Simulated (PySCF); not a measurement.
# Peak assignment

Molfile (atoms numbered from 1):
```
C5H13BF2OSi
     RDKit          3D

 23 22  0  0  0  0  0  0  0  0999 V2000
   -1.4516    1.0271    1.7534 C   0  0  0  0  0  0  0  0  0  0  0  0
   -1.3505   -0.0625    0.2279 Si  0  0  0  0  0  4  0  0  0  0  0  0
   -1.8503    0.9121   -1.2967 C   0  0  0  0  0  0  0  0  0  0  0  0
   -2.3871   -1.6026    0.4201 C   0  0  0  0  0  0  0  0  0  0  0  0
    0.2210   -0.6285    0.0444 O   0  0  0  0  0  0  0  0  0  0  0  0
    1.3607    0.1703   -0.0881 C   0  0  0  0  0  0  0  0  0  0  0  0
    2.5750   -0.7134   -0.2810 C   0  0  0  0  0  0  0  0  0  0  0  0
    3.9477    0.0167   -0.3809 B   0  0  0  0  0  0  0  0  0  0  0  0
    5.0640   -0.6499   -0.6138 F   0  0  0  0  0  0  0  0  0  0  0  0
    4.0749    1.3250   -0.2286 F   0  0  0  0  0  0  0  0  0  0  0  0
   -1.1062    0.4825    2.6465 H   0  0  0  0  0  0  0  0  0  0  0  0
   -0.8324    1.9320    1.6474 H   0  0  0  0  0  0  0  0  0  0  0  0
   -2.4878    1.3540    1.9355 H   0  0  0  0  0  0  0  0  0  0  0  0
   -2.8964    1.2499   -1.2194 H   0  0  0  0  0  0  0  0  0  0  0  0
   -1.2239    1.8081   -1.4317 H   0  0  0  0  0  0  0  0  0  0  0  0
   -1.7611    0.2947   -2.2044 H   0  0  0  0  0  0  0  0  0  0  0  0
   -2.2933   -2.2466   -0.4679 H   0  0  0  0  0  0  0  0  0  0  0  0
   -2.0584   -2.1844    1.2950 H   0  0  0  0  0  0  0  0  0  0  0  0
   -3.4516   -1.3540    0.5529 H   0  0  0  0  0  0  0  0  0  0  0  0
    1.2647    0.8623   -0.9487 H   0  0  0  0  0  0  0  0  0  0  0  0
    1.5030    0.8091    0.8057 H   0  0  0  0  0  0  0  0  0  0  0  0
    2.4442   -1.3470   -1.1758 H   0  0  0  0  0  0  0  0  0  0  0  0
    2.6415   -1.4325    0.5564 H   0  0  0  0  0  0  0  0  0  0  0  0
  1  2  1  0
  2  3  1  0
  2  4  1  0
  2  5  1  0
  5  6  1  0
  6  7  1  0
  7  8  1  0
  8  9  1  0
  8 10  1  0
  1 11  1  0
  1 12  1  0
  1 13  1  0
  3 14  1  0
  3 15  1  0
  3 16  1  0
  4 17  1  0
  4 18  1  0
  4 19  1  0
  6 20  1  0
  6 21  1  0
  7 22  1  0
  7 23  1  0
M  END
```

Theory: geometry: PBE0-D3(BJ)/def2-SVP, shieldings: GIAO KT2/pcSseg-1, in PySCF 2.14 (non-relativistic, one averaged value for each set of equivalent atoms, one conformer, no solvent).

References, each an isolated molecule treated in the same way: ¹³C, ¹H against TMS.

Problem. Assign these signals to the numbered atoms. ¹³C{¹H} NMR (computed): δ 60.5 (CH2), 19.8 (CH2), -1.4 (CH3).

Solution. 
60.5 → C6, sp3 CH2 bonded to O: deshielded by the electronegative neighbour
19.8 → C7, sp3 CH2 bonded to B
-1.4 → C1/C3/C4, methyl carbon bonded to Si: an electropositive neighbour leaves it electron-rich and shielded

Problem. Assign these signals to the numbered atoms. ¹H NMR (300 MHz, computed): δ 3.77 (t, 2H), 1.44 (m, 2H), 0.10 (s, 9H).

Solution. 
3.77 → H20/H21, hydrogen on an sp3 CH2 bonded to O: its carbon carries O, which withdraws density
1.44 → H22/H23, hydrogen on an sp3 CH2 bonded to B
0.10 → H11/H12/H13/H14/H15/H16/H17/H18/H19, hydrogen on a methyl carbon bonded to Si: an electropositive neighbour shields it, as in TMS itself

A carbon bonded to boron is broadened by the quadrupolar boron nucleus and is often missing from a measured spectrum. Splittings by ¹⁹F in the carbon and heteronuclear signals aren't shown, as no couplings were computed. Shifts are as computed. Against solution values, carbons near 30 ppm lie about +2 ppm off and those near 130 ppm about -5 ppm. Of 1309 compounds with measured shifts, 239 miss one by over three times the rms of a fit or turn the order of signals round; such compounds aren't used in these exercises. Multiplicities follow the n + 1 count of equivalent neighbours, as no J values were calculated; m marks all less simple cases, F and P coupling included.
